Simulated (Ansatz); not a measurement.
`OB(O)OB(O)O` + `FC(F)(F)[TeH]` → `OB(O)[Te]C(F)(F)F` + `OB(O)O`  (ligand exchange at a B–O bond)

Isolated molecules relaxed with PBE0-D4/def2-TZVP in Ansatz; ΔE leaves out vibrations. CCSD(T)/CBS adds triple-zeta CCSD(T) − MP2 to the extrapolated MP2 energy (def2 sets, frozen cores). This one scheme is used for every species. DFT in def2-TZVPP. def2 core potentials past Kr. For Te outer-core shells are correlated without core-valence functions, which leaves a few kJ/mol of doubt a bond. One conformer a species, not always the lowest.

| level | ΔE (kJ/mol) |
| --- | --- |
| PBE0-D4 | 60.8 |
| MP2/def2-QZVPP | 56.5 |

Problem. What does CCSD(T)/CBS give? (An estimate is asked.)

Solution. The calculation gave: +63.0 kJ/mol. The listed levels differ from it by -2.2, -6.5 kJ/mol.

Largest T1 diagnostic among the species: 0.013.

The D4 term adds −3.7 kJ/mol with B3LYP and −2.0 kJ/mol with PBE0; it sums over pairs of atoms, weighted by their polarisabilities, and B3LYP, whose exchange is more repulsive, gets the larger term. From PBE to PBE0 (25 % exact exchange), in def2-TZVPP and without D4, ΔE moves by +6.3 kJ/mol.

B3LYP here is the variant with VWN-RPA as its local correlation; programs differ in this.
